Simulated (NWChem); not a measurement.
Molecule: CdH$_{2}$; SMILES [CdH2]

Results from NWChem. def2 effective core potentials on Cd; no spin-orbit coupling. Each level has its own optimisation; frequencies are unscaled.

For level B3LYP/3-21G (all-electron, non-relativistic):

```
Quantity                           Value
---------------------------------  -----
r Cd–H (Å)                         1.767
highest harmonic frequency (cm⁻¹)   1641
lowest (cm⁻¹)                        497
```

What are these values for level B3LYP/def2-TZVP (core potentials)?

The r Cd–H (Å) is 1.680 and the highest harmonic frequency (cm⁻¹) comes out as 1811. The lowest (cm⁻¹) is 639.
